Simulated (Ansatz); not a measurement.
Isolated molecules relaxed with PBE0-D4/def2-TZVP in Ansatz; ΔE leaves out vibrations. CCSD(T)/CBS adds triple-zeta CCSD(T) − MP2 to the extrapolated MP2 energy (def2 sets, frozen cores). For Ge outer-core shells are correlated without core-valence functions, which leaves a few kJ/mol of doubt a bond. Scalar relativity is left out up to krypton. Each species was taken in one conformer, which may not be the lowest.

Reaction (cleavage of the B–Ge bond): `[BH2][GeH2][CH3]` + `OC(O)O` → `BOC(O)O` + `[CH3][GeH3]`

`[BH2][GeH2][CH3]`:

Z-matrix (Å, degrees):
```
Ge
C 1 1.959
B 1 2.058 2 115.1
H 1 1.547 2 109.0 3 -121.8
H 1 1.546 2 109.2 3 123.0
H 2 1.091 1 110.2 3 59.4
H 2 1.091 1 110.2 3 -60.2
H 2 1.090 1 110.7 3 179.6
H 3 1.195 1 119.9 2 178.0
H 3 1.196 1 122.3 2 -2.4
```

`OC(O)O`:

```xyz
8

O     1.114    0.073   -0.835
C     0.182    0.204    0.166
O     0.233   -0.905    0.992
O    -1.133    0.274   -0.315
H     1.001   -0.809   -1.211
H     0.448    1.127    0.699
H    -0.640   -1.017    1.380
H    -1.205    1.052   -0.875
```

`BOC(O)O`:

Cartesian coordinates in Å:
```
B 0.841 -0.894 -1.196
O 0.181 0.174 -0.711
C -0.317 0.186 0.623
O -1.645 -0.109 0.656
O -0.125 1.459 1.126
H 1.182 -0.845 -2.340
H 1.079 -1.831 -0.483
H 0.203 -0.588 1.199
H -2.122 0.657 0.314
H 0.722 1.789 0.812
```

`[CH3][GeH3]`:

```xyz
8

C     0.549   -0.027    0.878
Ge   -0.486    0.024   -0.777
H     0.687   -1.057    1.207
H     1.530    0.424    0.725
H     0.031    0.523    1.665
H     0.240   -0.756   -1.888
H    -0.678    1.477   -1.246
H    -1.873   -0.608   -0.563
```

| species | CCSD(T)/CBS(def2) energy (Eh) |
| --- | --- |
| `[BH2][GeH2][CH3]` | -2143.13359 |
| `OC(O)O` | -265.98091 |
| `BOC(O)O` | -291.40495 |
| `[CH3][GeH3]` | -2117.76728 |

Question: Work out ΔE.

Answer: ΔE = (-291.40495) + (-2117.76728) − (-2143.13359) − (-265.98091) = -0.05773 Eh = -151.6 kJ/mol.

Largest T1 diagnostic among the species: 0.013.
